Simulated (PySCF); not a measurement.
Compound: C5H4F2Se.
Structure used (PBE0-D3(BJ)/def2-SVP), in Å, numbered top down from 1:
```xyz
12
C5H4F2Se angstrom
C      2.5178   -0.0075   -0.2409
C      1.4017   -0.4410   -0.4173
C      0.0516   -0.9647   -0.6014
C     -0.9209   -0.4326    0.4220
Se    -1.8416   -1.4501    1.5069
C     -1.0372    1.0785    0.4330
F     -2.0542    1.5144    1.1816
F     -1.2338    1.5061   -0.8408
H      3.5139    0.3694   -0.0956
H     -0.3167   -0.6688   -1.6018
H      0.0584   -2.0633   -0.5572
H     -0.0987    1.5312    0.8040
```

Computed with PySCF at CAM-B3LYP/def2-SVPD, non-relativistic, on one gas-phase PBE0-D3(BJ)/def2-SVP geometry that isn't relaxed in the solvent. The solvent is an IEF-PCM continuum (Bondi radii, 1.10 Å for H, scaled by 1.2), and excitations are vertical TDDFT with non-equilibrium linear response and a frozen core. The model holds no explicit solvent molecules, cavitation or dispersion. Spin–orbit coupling is left out although an atom past zinc is present.

Gas-phase singlets (H = HOMO, L = LUMO):

| state | E (eV) | λ (nm) | f | leading configurations |
| --- | --- | --- | --- | --- |
| S1 | 1.938 | 640 | 0.000 | H→L 99% |
| S2 | 4.936 | 251 | 0.026 | H-1→L 86% |
| S3 | 5.047 | 246 | 0.028 | H-2→L 76%, H-3→L 15% |
| S4 | 5.290 | 234 | 0.229 | H-3→L 76%, H-2→L 10% |
| S5 | 5.793 | 214 | 0.004 | H-4→L 85% |

Question: How does the list change in acetone (ε = 20.49)?

Answer: 
```
state  E (eV)  λ (nm)      f  leading configurations  change by rank (eV)
   S1   2.053     604  0.000                 H→L 99%               +0.115
   S2   4.851     256  0.054               H-1→L 94%               -0.085
   S3   4.978     249  0.032               H-2→L 91%               -0.069
   S4   5.179     239  0.273               H-3→L 90%               -0.111
   S5   5.808     213  0.004               H-4→L 87%               +0.015
```

Question: How does the list change in dimethylsulfoxide (ε = 46.83)?

Answer: 
```csv
state,E (eV),λ (nm),f,leading configurations,change by rank (eV)
S1,2.056,603,0.000,H→L 99%,+0.118
S2,4.843,256,0.065,H-1→L 94%,-0.093
S3,4.973,249,0.037,H-2→L 92%,-0.074
S4,5.155,241,0.276,H-3→L 92%,-0.135
S5,5.806,214,0.004,H-4→L 87%,+0.013
```

Question: The ground-state energy changes by -0.245 eV from gas to dimethylsulfoxide. By how much does the total energy of gas-phase S1 change?

Answer: E(S1) = E(S0) + excitation energy, so it changes by -0.245 + 0.118 = -0.127 eV: it is lowered less than the ground state, which is what a blue shift means. This is the vertical state, with the slow part of the continuum still set for S0.

Question: How do the frontier levels move from gas to dimethylsulfoxide?

Answer: 
```
orbital  gas (eV)  solvent (eV)  change (eV)
 LUMO+2      1.15          1.26        +0.11
 LUMO+1      0.99          1.11        +0.12
   LUMO     -2.04         -1.91        +0.13
   HOMO     -8.06         -8.06         0.00
 HOMO-1     -9.71         -9.53        +0.18
 HOMO-2     -9.87         -9.70        +0.17
 HOMO-3    -10.01         -9.86        +0.15
```

The HOMO–LUMO gap goes from 6.02 to 6.14 eV. Rows go by rank; for LUMO+1 and LUMO+2 the atom shares or the degeneracy differ between the runs, so the row needn't follow one orbital.

On Arm Neoverse N1, one thread, no GPU, on a shared host, this took 76 s and 1.2 GiB of memory at its peak. This is the whole response run at CAM-B3LYP/def2-SVPD in dimethylsulfoxide, SCF included.
